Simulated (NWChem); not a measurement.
System: SiH2SeF2; SMILES F[SiH](F)[SeH]

Input file for NWChem:

```
start job
memory heap 200 mb stack 900 mb global 1100 mb
geometry units angstroms
  Si     0.019132     0.979350     0.323215
  F     -1.358248     1.582837    -0.227336
  F      1.219390     1.769223    -0.386009
  Se     0.003546    -1.221892    -0.243092
  H      0.127848     1.220490     1.774115
  H      1.305712    -1.461979     0.424589
end
basis spherical
  * library sto-3g
end
dft
  xc hfexch
  iterations 150
end
driver
  maxiter 120
end
task dft optimize
task dft freq
```

NWChem printed, in part:

```
             Northwest Computational Chemistry Package (NWChem) 7.3.0
             --------------------------------------------------------

 C1  symmetry detected

                             Geometry "geometry" -> ""
                             -------------------------

 Output coordinates in angstroms (scale by  1.889725989 to convert to a.u.)

  No.       Tag          Charge          X              Y              Z
 ---- ---------------- ---------- -------------- -------------- --------------
    1 Si                  14.0000     0.00371414     0.97032227     0.37513397
    2 F                    9.0000    -1.34446344     1.55423495    -0.26200167
    3 F                    9.0000     1.23923450     1.71039664    -0.32721685
    4 Se                  34.0000    -0.01241788    -1.25832788    -0.07126397
    5 H                    1.0000     0.05750409     1.28933591     1.81402779
    6 H                    1.0000     1.25976649    -1.47238404     0.66003820

 Effective nuclear repulsion energy (a.u.)     344.7384021100

                                Z-matrix (autoz)
                                --------

 Units are Angstrom for bonds and degrees for angles

      Type          Name      I     J     K     L     M      Value
      ----------- --------  ----- ----- ----- ----- ----- ----------
    1 Stretch                  1     2                       1.60140
    2 Stretch                  1     3                       1.60235
    3 Stretch                  1     4                       2.27297
    4 Stretch                  1     5                       1.47481
    5 Stretch                  4     6                       1.48293
    6 Bend                     1     4     6                92.21173
    7 Bend                     2     1     3               107.83884
    8 Bend                     2     1     4               105.86690
    9 Bend                     2     1     5               109.87719
   10 Bend                     3     1     4               111.85446
   11 Bend                     3     1     5               107.43489
   12 Bend                     4     1     5               113.82589
   13 Torsion                  2     1     4     6        -177.87090
   14 Torsion                  3     1     4     6          64.92680
   15 Torsion                  5     1     4     6         -57.07923

  xc_inp: hfexch multiplicative factor not found.

                           NWChem Geometry Optimization
                           ----------------------------

 maximum gradient threshold         (gmax) =   0.000450
 rms gradient threshold             (grms) =   0.000300
 maximum cartesian step threshold   (xmax) =   0.001800
 rms cartesian step threshold       (xrms) =   0.001200
 fixed trust radius                (trust) =   0.300000
 source of zmatrix                         =   autoz

          -------------------
          Energy Minimization
          -------------------

 Using diagonal initial Hessian
 Scaling for Hessian diagonals: bonds = 1.00  angles = 0.25  torsions = 0.10

          --------
          Step   0

                                 NWChem DFT Module
                                 -----------------

 Summary of "ao basis" -> "ao basis" (spherical)
 ------------------------------------------------------------------------------
       Tag                 Description            Shells   Functions and Types
 ---------------- ------------------------------  ------  ---------------------
 Si                          sto-3g                  5        9   3s2p
 F                           sto-3g                  3        5   2s1p
 Se                          sto-3g                  8       18   4s3p1d
 H                           sto-3g                  1        1   1s

            General Information
            -------------------
          SCF calculation type: DFT
          Wavefunction type:  closed shell.
          No. of atoms     :     6
          No. of electrons :    68
           Alpha electrons :    34
            Beta electrons :    34
          Charge           :     0
          Spin multiplicity:     1
          Use of symmetry is: off; symmetry adaption is: off
          Maximum number of iterations: 150
          AO basis - number of functions:    39
                     number of shells:    21
          Convergence on energy requested:  1.00D-06
          Convergence on density requested:  1.00D-05
          Convergence on gradient requested:  5.00D-04

              XC Information
              --------------
                     Hartree-Fock (Exact) Exchange  1.000

      Superposition of Atomic Density Guess
      -------------------------------------

 Sum of atomic energies:       -2855.89792125

      Non-variational initial energy
      ------------------------------

 Total energy =   -2855.733183
 1-e energy   =   -4693.855708
 2-e energy   =    1493.384124
 HOMO         =      -0.160908
 LUMO         =       0.296746

   convergence    iter        energy       DeltaE   RMS-Dens  Diis-err
 ---------------- ----- ----------------- --------- --------- ---------
 d= 0,ls=0.0,diis     1  -2856.3425501278 -3.20D+03  2.71D-02  4.78D-01
 d= 0,ls=0.0,diis     2  -2856.4582759837 -1.16D-01  4.21D-03  1.90D-02
 d= 0,ls=0.0,diis     3  -2856.4621856559 -3.91D-03  2.00D-03  1.19D-03
 d= 0,ls=0.0,diis     4  -2856.4626913191 -5.06D-04  3.72D-04  3.58D-05
 d= 0,ls=0.0,diis     5  -2856.4627068532 -1.55D-05  4.94D-05  7.85D-07
 d= 0,ls=0.0,diis     6  -2856.4627071500 -2.97D-07  6.23D-06  1.29D-08

         Total DFT energy =    -2856.462707150029
      One electron energy =    -4690.362834270456
           Coulomb energy =     1617.592296998519
    Exchange-Corr. energy =     -128.430571988063
 Nuclear repulsion energy =      344.738402109971

 Numeric. integr. density =        0.000000000000

                       DFT Final Molecular Orbital Analysis
                       ------------------------------------

 Vector   32  Occ=2.000000D+00  E=-4.218545D-01
              MO Center= -5.4D-02,  1.4D+00,  2.2D-01, r^2= 2.6D+00
   Bfn.  Coefficient  Atom+Function         Bfn.  Coefficient  Atom+Function
  ----- ------------  ---------------      ----- ------------  ---------------
    14      0.584508  2 F  pz                19      0.554038  3 F  pz
    38     -0.433608  5 H  s                 18     -0.191199  3 F  py
     9     -0.176254  1 Si pz                13     -0.167027  2 F  py
    32     -0.094371  4 Se pz                 5      0.083030  1 Si pz
     8      0.079510  1 Si py                29      0.073751  4 Se s

 Vector   33  Occ=2.000000D+00  E=-3.308632D-01
              MO Center= -5.2D-02, -6.0D-01, -1.8D-02, r^2= 3.4D+00
   Bfn.  Coefficient  Atom+Function         Bfn.  Coefficient  Atom+Function
  ----- ------------  ---------------      ----- ------------  ---------------
    31      0.643469  4 Se py                29     -0.336536  4 Se s
    18      0.313506  3 F  py                13      0.275792  2 F  py
     8     -0.268629  1 Si py                38     -0.243551  5 H  s
    30      0.235706  4 Se px                32      0.227608  4 Se pz
    27     -0.192222  4 Se py                 6      0.122846  1 Si s

 Vector   34  Occ=2.000000D+00  E=-2.788209D-01
              MO Center=  8.5D-03, -1.2D+00, -5.4D-02, r^2= 1.6D+00
   Bfn.  Coefficient  Atom+Function         Bfn.  Coefficient  Atom+Function
  ----- ------------  ---------------      ----- ------------  ---------------
    32      0.857791  4 Se pz                30     -0.509502  4 Se px
    28     -0.242017  4 Se pz                31     -0.146881  4 Se py
    26      0.143618  4 Se px                38     -0.127180  5 H  s
    17     -0.082232  3 F  px                24      0.078427  4 Se pz
    18     -0.076005  3 F  py                19      0.048265  3 F  pz

 Vector   35  Occ=0.000000D+00  E= 3.178785D-01
              MO Center=  1.5D-01, -2.1D-01,  2.6D-01, r^2= 2.6D+00
   Bfn.  Coefficient  Atom+Function         Bfn.  Coefficient  Atom+Function
  ----- ------------  ---------------      ----- ------------  ---------------
    31     -0.832488  4 Se py                 6      0.781078  1 Si s
     8     -0.629060  1 Si py                38     -0.370882  5 H  s
    39     -0.332692  6 H  s                 30      0.284710  4 Se px
    18      0.234883  3 F  py                27      0.200871  4 Se py
    29     -0.199718  4 Se s                  4      0.188842  1 Si py

[...]

      ----------------------
      Optimization converged
      ----------------------

  Step       Energy      Delta E   Gmax     Grms     Xrms     Xmax
  ---- ---------------- -------- -------- -------- -------- --------
@   10   -2856.46654919 -6.2D-09  0.00001  0.00000  0.00043  0.00125
                                     ok       ok       ok       ok

                                Z-matrix (autoz)
                                --------

 Units are Angstrom for bonds and degrees for angles

      Type          Name      I     J     K     L     M      Value     Gradient
      ----------- --------  ----- ----- ----- ----- ----- ---------- ----------
    1 Stretch                  1     2                       1.60621   -0.00000
    2 Stretch                  1     3                       1.60621    0.00000
    3 Stretch                  1     4                       2.25927    0.00001
    4 Stretch                  1     5                       1.42468    0.00000
    5 Stretch                  4     6                       1.43670   -0.00000
    6 Bend                     1     4     6                94.64856   -0.00000
    7 Bend                     2     1     3               105.27896   -0.00000
    8 Bend                     2     1     4               110.89046    0.00000
    9 Bend                     2     1     5               110.04694   -0.00000
   10 Bend                     3     1     4               110.88742   -0.00000
   11 Bend                     3     1     5               110.04827    0.00000
   12 Bend                     4     1     5               109.61909   -0.00000
   13 Torsion                  2     1     4     6        -121.69067    0.00000
   14 Torsion                  3     1     4     6         121.72267    0.00000
   15 Torsion                  5     1     4     6           0.01616    0.00000

                         Geometry "geometry" -> "geometry"
                         ---------------------------------

 Output coordinates in angstroms (scale by  1.889725989 to convert to a.u.)

  No.       Tag          Charge          X              Y              Z
 ---- ---------------- ---------- -------------- -------------- --------------
    1 Si                  14.0000     0.08665183     0.99049189     0.30863282
    2 F                    9.0000    -1.39347445     1.47429155    -0.08515786
    3 F                    9.0000     1.07845019     1.96734777    -0.49262495
    4 Se                  34.0000     0.41708176    -1.16223152    -0.29213018
    5 H                    1.0000     0.28964630     1.13214552     1.71164909
    6 H                    1.0000     0.72498225    -1.60846737     1.03834855

 Effective nuclear repulsion energy (a.u.)     345.0997495165

                Final and change from initial internal coordinates
                --------------------------------------------------

                                Z-matrix (autoz)
                                --------

 Units are Angstrom for bonds and degrees for angles

      Type          Name      I     J     K     L     M      Value       Change
      ----------- --------  ----- ----- ----- ----- ----- ---------- ----------
    1 Stretch                  1     2                       1.60621    0.00481
    2 Stretch                  1     3                       1.60621    0.00387
    3 Stretch                  1     4                       2.25927   -0.01370
    4 Stretch                  1     5                       1.42468   -0.05013
    5 Stretch                  4     6                       1.43670   -0.04623
    6 Bend                     1     4     6                94.64856    2.43683
    7 Bend                     2     1     3               105.27896   -2.55988
    8 Bend                     2     1     4               110.89046    5.02357
    9 Bend                     2     1     5               110.04694    0.16975
   10 Bend                     3     1     4               110.88742   -0.96703
   11 Bend                     3     1     5               110.04827    2.61338
   12 Bend                     4     1     5               109.61909   -4.20680
   13 Torsion                  2     1     4     6        -121.69067   56.18023
   14 Torsion                  3     1     4     6         121.72267   56.79587
   15 Torsion                  5     1     4     6           0.01616   57.09539

[...]

 Rotational Constants
 --------------------
 A=   0.227102 cm-1  (  0.326741 K)
 B=   0.061795 cm-1  (  0.088908 K)
 C=   0.052283 cm-1  (  0.075223 K)

 Temperature                      =   298.15K
 frequency scaling parameter      =   1.0000

 Zero-Point correction to Energy  =   17.208 kcal/mol  (  0.027423 au)
 Thermal correction to Energy     =   20.627 kcal/mol  (  0.032870 au)
 Thermal correction to Enthalpy   =   21.219 kcal/mol  (  0.033814 au)

 Total Entropy                    =   78.644 cal/mol-K
   - Translational                =   40.846 cal/mol-K (mol. weight = 146.9077)
   - Rotational                   =   27.176 cal/mol-K (symmetry #  =        1)
   - Vibrational                  =   10.622 cal/mol-K

 Cv (constant volume heat capacity) =   16.353 cal/mol-K
   - Translational                  =    2.979 cal/mol-K
   - Rotational                     =    2.979 cal/mol-K
   - Vibrational                    =   10.395 cal/mol-K

[normal modes left out]

 ----------------------------------------------------------------------------
 Normal Eigenvalue ||           Projected Infra Red Intensities
  Mode   [cm**-1]  || [atomic units] [(debye/angs)**2] [(KM/mol)] [arbitrary]
 ------ ---------- || -------------- ----------------- ---------- -----------
    1       -0.000 ||    0.001962           0.045         1.912       0.498
    2       -0.000 ||    0.000355           0.008         0.346       0.090
    3       -0.000 ||    0.000049           0.001         0.048       0.013
    4        0.000 ||    0.000014           0.000         0.014       0.004
    5        0.000 ||    0.000010           0.000         0.010       0.003
    6        0.000 ||    0.001467           0.034         1.430       0.373
    7       53.935 ||    0.023452           0.541        22.862       5.959
    8      221.503 ||    0.005328           0.123         5.194       1.354
    9      255.633 ||    0.012126           0.280        11.821       3.081
   10      355.769 ||    0.041846           0.965        40.793      10.632
   11      507.580 ||    0.030364           0.701        29.601       7.715
   12      870.168 ||    0.049201           1.135        47.964      12.501
   13      925.779 ||    0.013102           0.302        12.773       3.329
   14      961.963 ||    0.021267           0.491        20.732       5.403
   15     1033.558 ||    0.318864           7.356       310.844      81.015
   16     1084.237 ||    0.163441           3.771       159.330      41.526
   17     2866.528 ||    0.020975           0.484        20.447       5.329
   18     2906.344 ||    0.004635           0.107         4.519       1.178
 ----------------------------------------------------------------------------
```

Level: Hartree-Fock/STO-3G. This build's default masses of Se (78.918 u) and Br (79.917 u) are each other's, which moves their modes by up to 0.6 %.
